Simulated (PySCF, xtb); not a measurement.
C2H8GaP, SMILES [CH3][Ga]([CH3])[PH2].

xtb with GFN2-xTB at its own geometry gives an orbital gap of 3.70 eV and a dipole moment of 1.59 D.

Geometry optimised at B3LYP-D3(BJ)/def2-SVP. The structure was generated by enumeration; whether it is a known compound was not checked. Other conformers were not sampled.

**Question.** What does PBE0/def2-TZVP (PySCF) give? (An estimate is asked for; the answer gives what the named calculation found.)

**Answer.** gap 5.86 eV (levels -6.80 and -0.94 eV), dipole 1.42 D.
